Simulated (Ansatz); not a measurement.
`[F][GeH]([F])[SiH3]` → `[F][Ge][F]` + SiH₄ at 700 K and 1 bar (germylene formation by 1,1-elimination).

Calculated with Ansatz (gas phase, PBE0-D4/def2-TZVP geometries, no zero-point term in ΔE). CCSD(T)/CBS is the MP2 limit (def2-TZVPP, def2-QZVPP) plus CCSD(T) − MP2 in def2-TZVPP, frozen cores. This one scheme is used for every species. For Ge outer-core shells are correlated without core-valence functions, which leaves a few kJ/mol of doubt a bond. Scalar relativity is left out up to krypton.

```json
{"species": "`[F][GeH]([F])[SiH3]`", "CCSD(T)/CBS energy (Eh)": "-2567.24983", "H − E (kJ/mol)": "169.5", "S (J/(mol·K))": "453.8"}
{"species": "`[F][Ge][F]`", "CCSD(T)/CBS energy (Eh)": "-2275.77030", "H − E (kJ/mol)": "42.7", "S (J/(mol·K))": "315.6"}
{"species": "SiH₄", "CCSD(T)/CBS energy (Eh)": "-291.46306", "H − E (kJ/mol)": "115.5", "S (J/(mol·K))": "252.9"}
```

H − E and S are ideal-gas, rigid-rotor, harmonic terms from PBE0-D4/def2-TZVP. 1 Eh = 2625.50 kJ/mol, R = 8.31446 J/(mol·K).

Q: By hand: ΔE, ΔH, ΔS and ΔG.

A: ΔE = (-2275.77030) + (-291.46306) − (-2567.24983) = 0.01647 Eh = 43.2 kJ/mol. Δ(H − E) = 42.7 + 115.5 − 169.5 = -11.3, so ΔH = 31.9 kJ/mol. ΔS = 315.6 + 252.9 − 453.8 = 114.7 J/(mol·K). ΔG = 31.9 − 700 × (114.7)/1000 = -48.4 kJ/mol.

Q: By hand: the equilibrium constant, and the temperature at which ΔG would vanish if ΔH and ΔS stayed fixed.

A: log₁₀ K = −ΔG/(RT ln 10) = 3.6. ΔG = 0 at ΔH/ΔS = 278 K.

The number of gas molecules changes by +1, which sets the sign of ΔS. A doubt of 5 kJ/mol in ΔE shifts log₁₀ K by 0.4 here. These are equilibria of isolated gas molecules and say nothing of rates. Largest T1 diagnostic: 0.015 (customary marks: 0.02 for closed shells, 0.045 for open ones).
